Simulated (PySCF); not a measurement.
ClPb, charge +1, singlet, geometry from GFN2-xTB (such geometries of metal compounds can be far from the true shape) (core potentials on Pb); HF/def2-SVP run with PySCF.

The PySCF input:
```python
from pyscf import gto, scf

mol = gto.M(
    atom='''
Pb   -0.000000   -0.000000   -0.407720
Cl    0.000000    0.000000    1.966650
''',
    basis='def2-svp',
    ecp={'Pb': 'def2-svp'},
    charge=1,
    spin=0,
    verbose=4,
)

mf = scf.RHF(mol)
mf.kernel()
```

It wrote (shortened):

```
PySCF version 2.14.0

[INPUT] verbose = 4
[INPUT] num. atoms = 2
[INPUT] num. electrons = 38
[INPUT] charge = 1
[INPUT] spin (= nelec alpha-beta = 2S) = 0
[INPUT] symmetry False subgroup None
[INPUT] Mole.unit = angstrom
[INPUT] Symbol           X                Y                Z      unit          X                Y                Z       unit  Magmom
[INPUT]  1 Pb     0.000000000000   0.000000000000  -0.407720000000 AA    0.000000000000   0.000000000000  -0.770479135508 Bohr   0.0
[INPUT]  2 Cl     0.000000000000   0.000000000000   1.966650000000 AA    0.000000000000   0.000000000000   3.716429882876 Bohr   0.0

nuclear repulsion = 83.353595641825
number of shells = 18
number of NR pGTOs = 97
number of NR cGTOs = 44
basis = def2-svp
ecp = {'Pb': 'def2-svp'}

******** <class 'pyscf.scf.hf.RHF'> ********
method = RHF
initial guess = minao
damping factor = 0
level_shift factor = 0
DIIS = <class 'pyscf.scf.diis.CDIIS'>
diis_start_cycle = 1
diis_space = 8
diis_damp = 0
SCF conv_tol = 1e-09
SCF conv_tol_grad = None
SCF max_cycles = 50
direct_scf = True
direct_scf_tol = 1e-13
Set gradient conv threshold to 3.16228e-05
Initial guess from minao.
init E= -626.858274229164
  HOMO = -0.787253750786177  LUMO = -0.572288103910259  gap/eV = 5.84951
cycle= 1 E= -650.75639865315  delta_E= -23.9  |g|= 1.05  |ddm|= 12.7
  HOMO = -0.590822812237967  LUMO = -0.155562166912309  gap/eV = 11.84405
cycle= 2 E= -650.969787238893  delta_E= -0.213  |g|= 0.355  |ddm|= 2.35
  HOMO = -0.615060929909783  LUMO = -0.224634836561453  gap/eV = 10.62404
cycle= 3 E= -650.995368807985  delta_E= -0.0256  |g|= 0.0625  |ddm|= 0.533
  HOMO = -0.635936151137192  LUMO = -0.221374864141487  gap/eV = 11.28079
cycle= 4 E= -650.996718601728  delta_E= -0.00135  |g|= 0.0161  |ddm|= 0.0991
  HOMO = -0.632438300732101  LUMO = -0.221555613692661  gap/eV = 11.18069
cycle= 5 E= -650.996833919043  delta_E= -0.000115  |g|= 0.00455  |ddm|= 0.028
  HOMO = -0.632417610148343  LUMO = -0.221676683703511  gap/eV = 11.17683
cycle= 6 E= -650.996865218056  delta_E= -3.13e-05  |g|= 0.00132  |ddm|= 0.0188
  HOMO = -0.63203171398247  LUMO = -0.221557726475886  gap/eV = 11.16957
cycle= 7 E= -650.996867717446  delta_E= -2.5e-06  |g|= 0.000401  |ddm|= 0.00502
  HOMO = -0.631948135539112  LUMO = -0.221553899525169  gap/eV = 11.16740
cycle= 8 E= -650.996867912776  delta_E= -1.95e-07  |g|= 3.05e-05  |ddm|= 0.00167
  HOMO = -0.631950066171114  LUMO = -0.221554967516946  gap/eV = 11.16742
cycle= 9 E= -650.996867913297  delta_E= -5.21e-10  |g|= 3.89e-06  |ddm|= 7.69e-05
  HOMO = -0.631949405624948  LUMO = -0.221555049955337  gap/eV = 11.16740
Extra cycle  E= -650.996867913306  delta_E= -9.32e-12  |g|= 1.16e-06  |ddm|= 8.41e-06
converged SCF energy = -650.996867913306
```
